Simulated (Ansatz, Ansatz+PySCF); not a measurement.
```xyz
9

N     1.3900    0.0000    0.0000
C     0.6950    1.2038    0.0000
C    -0.6950    1.2038    0.0000
C    -1.3900    0.0000    0.0000
C    -0.6950   -1.2038    0.0000
C     0.6950   -1.2038    0.0000
H    -1.2375    2.1434    0.0000
H    -1.2375   -2.1434    0.0000
H     1.2375   -2.1434    0.0000
```

Basis set: def2-SVP (spherical functions). Charge 0, multiplicity 1.

Computed with Ansatz (development build ahead of 0.2.0); each method stands on the lowest determinant of its kind that the runs found. Restricted functionals stand beside restricted open-shell atoms, which can lie above the unrestricted atoms usual in DFT and then raise those values.

(1) Give the atomization energy at this shape (free ground-state atoms in the same class of orbitals less the molecule, no zero-point energy) of singlet C₅H₃N by ωB97X (unrestricted), PBE0 (unrestricted), PBE0 (restricted), UHF, RHF.

Results:

(1)

```csv
method,atomization energy
ωB97X (unrestricted),43.93 eV
PBE0 (unrestricted),45.04 eV
PBE0 (restricted),44.70 eV
UHF,31.00 eV
RHF,28.55 eV
```

Caution for ωB97X (unrestricted), PBE0 (unrestricted), UHF: the unrestricted determinant is a mixture of spin states. Caution for PBE0 (restricted), RHF: an unrestricted determinant lies well below.

The shape needn't be a minimum at these levels.
